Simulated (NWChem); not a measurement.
System: SnHOCl, singlet; SMILES [OH][Sn][Cl]

```xyz
4

Sn     0.3378     0.4703     0.0000
Cl    -0.1274    -1.8934     0.0000
O     -1.5659     1.0450     0.0000
H     -2.1953     0.3108     0.0000
```
Atoms are numbered in this order, from 1.

Low-valent species are run as closed-shell singlets; no triplet was tried in these runs. The geometry was optimised at PBE0/def2-SVP. def2 effective core potentials on Sn; no spin-orbit coupling.

Symmetry labels are those of Cs in the frame above (b1 and b2, or b-type labels, depend on it).

Task: List the 6 lowest vertical singlet excitations from B3LYP/def2-SVPD with def2 effective core potentials on Sn, full TDDFT (NWChem).

Result: 
```json
[
 {"state": "S1", "energy (eV)": "4.14", "oscillator strength": "0.023", "symmetry": "a\"", "leading excitation (squared amplitude)": "HOMO → LUMO (0.89)"},
 {"state": "S2", "energy (eV)": "4.75", "oscillator strength": "0.029", "symmetry": "a\"", "leading excitation (squared amplitude)": "HOMO−2 → LUMO (0.88)"},
 {"state": "S3", "energy (eV)": "4.87", "oscillator strength": "0.016", "symmetry": "a'", "leading excitation (squared amplitude)": "HOMO−1 → LUMO (0.94)"},
 {"state": "S4", "energy (eV)": "5.33", "oscillator strength": "0.003", "symmetry": "a\"", "leading excitation (squared amplitude)": "HOMO−4 → LUMO (0.99)"},
 {"state": "S5", "energy (eV)": "5.54", "oscillator strength": "0.009", "symmetry": "a'", "leading excitation (squared amplitude)": "HOMO−3 → LUMO (0.90)"},
 {"state": "S6", "energy (eV)": "6.17", "oscillator strength": "0.083", "symmetry": "a'", "leading excitation (squared amplitude)": "HOMO → LUMO+1 (0.67)"}
]
```
